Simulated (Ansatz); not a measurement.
`O[SiH2][SiH2][GeH3]` + `O[SiH2]S` → `O[SiH2]O[SiH2]S` + `[SiH3][GeH3]`  (cleavage of the Si–Si bond)

Program: Ansatz. Geometries: PBE0-D4/def2-TZVP. ΔE: electronic, gas phase. CBS: MP2 limit from def2 TZ/QZ plus the TZ coupled-cluster correction, frozen cores. Functionals use def2-TZVPP. B3LYP here is the variant with VWN-RPA as its local correlation; programs differ in this. For Ge outer-core shells are correlated without core-valence functions, which leaves a few kJ/mol of doubt a bond. Scalar relativity is left out up to krypton. One conformer a species, not always the lowest.

Q: Is it downhill or uphill in electronic energy at CCSD(T)/CBS, and by how much? (An estimate is asked.)

A: Computed: Downhill: ΔE = -132.2 kJ/mol.

Q: What do these levels give: PBE-D4, PBE0-D4, ωB97X-V, B2PLYP, PBE, B3LYP, HF/def2-TZVPP, CCSD/def2-TZVPP, CCSD(T)/def2-TZVPP, HF/def2-QZVPP, MP2/CBS(def2), CCSD/CBS(def2)? (Estimate.)

A: The calculation gave: PBE-D4 -107.7, PBE0-D4 -115.8, ωB97X-V -130.1, B2PLYP -135.0, PBE -105.8, B3LYP -129.9, HF/def2-TZVPP -153.5, CCSD/def2-TZVPP -135.5, CCSD(T)/def2-TZVPP -132.9, HF/def2-QZVPP -156.0, MP2/CBS(def2) -137.4, CCSD/CBS(def2) -134.8 kJ/mol.

Largest T1 diagnostic among the species: 0.012.

In def2-TZVPP, CCSD(T) changes the Hartree–Fock value by +20.6 kJ/mol (the triples alone add +2.6 kJ/mol) and MP2 by +15.4 kJ/mol. From PBE to PBE0 (25 % exact exchange), in def2-TZVPP and without D4, ΔE moves by −8.4 kJ/mol.
